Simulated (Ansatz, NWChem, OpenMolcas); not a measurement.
**SbH3 (stibine): the HOMO–LUMO gap, rung by rung**

The species is SbH3 (4 atoms), meant as a singlet with charge 0. As SMILES, `[SbH3]`. The coordinates come from a PBE0-D4/def2-TZVP relaxation.

Each level gives the HOMO–LUMO gap (eV). The values are calculated.

```csv
level,kind,program,value (eV),CPU time
SVWN5/def2-TZVPP (core potential),LDA,OpenMolcas,5.63,9.5 s
M06-L/def2-TZVPP (core potential),meta-GGA,OpenMolcas,6.00,15 s
r2SCAN/def2-TZVPP (core potential),meta-GGA,OpenMolcas,6.14,15 s
B3LYP/def2-TZVPP (core potential),global hybrid,NWChem,7.00,18 s
BHLYP/def2-TZVPP (core potential),global hybrid,OpenMolcas,9.06,11 s
HSE06/def2-TZVPP (core potential),range-separated hybrid,Ansatz,6.64,4 s
wB97M-V/def2-TZVPP (core potential),range-separated hybrid,Ansatz,11.19,21 s
PBE-QIDH/def2-TZVPP (core potential),double hybrid,Ansatz,10.44,4.8 s
```

The values span 5.63 to 11.19 eV. Orbital gaps aren't excitation energies, and those of double hybrids come from the SCF part alone; they tend to grow with the share of exact exchange. Times are those of the runs behind each value, whatever else they computed, on shared processors of several kinds: orders of magnitude only.
